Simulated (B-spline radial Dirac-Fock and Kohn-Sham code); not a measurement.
**Two-hole binding energies of Sc**

System: the free scandium atom, [Ar] 3d1 4s2.

These are calculated numbers from a radial finite-basis atomic code; the model is ΔSCF Dirac-Fock with Breit, self-energy and vacuum polarisation, finite nucleus, configuration average. U is the two-hole binding energy less the two single-hole energies, the effective repulsion of the holes after relaxation. Each two-hole energy is an average over J within one jj subconfiguration.

| holes | E(a) (eV) | E(b) (eV) | E(ab) (eV) | U (eV) |
| --- | --- | --- | --- | --- |
| 1s⁻² | 4500.0 | 4500.0 | ? | ? |
| 1s⁻¹ 2p1/2⁻¹ | 4500.0 | 415.0 | 4988.1 | 73.1 |
| 1s⁻¹ 2p3/2⁻¹ | 4500.0 | 410.5 | 4982.6 | 72.1 |
| 1s⁻¹ 3p1/2⁻¹ | 4500.0 | 39.77 | 4559.8 | 20.0 |
| 2s⁻² | 510.5 | 510.5 | 1069.1 | 48.1 |
| 2s⁻¹ 2p1/2⁻¹ | 510.5 | 415.0 | 968.7 | 43.2 |
| 2s⁻¹ 2p3/2⁻¹ | 510.5 | 410.5 | 964.0 | 43.0 |
| 2p1/2⁻² | 415.0 | 415.0 | 885.3 | 55.4 |
| 2p1/2⁻¹ 2p3/2⁻¹ | 415.0 | 410.5 | 876.6 | 51.2 |
| 2p3/2⁻² | 410.5 | 410.5 | 873.2 | 52.3 |
| 2s⁻¹ 3p1/2⁻¹ | 510.5 | 39.77 | 568.9 | 18.6 |
| 2p3/2⁻¹ 3s⁻¹ | 410.5 | 66.90 | 497.1 | 19.7 |
| 3p1/2⁻¹ 3p3/2⁻¹ | 39.77 | 39.27 | 93.75 | 14.7 |
| 3p3/2⁻² | 39.27 | 39.27 | 93.59 | 15.0 |

Problem. Give the missing two-hole energy and U.

Solution. E(ab) = 9288.8 eV and U = 288.8 eV.
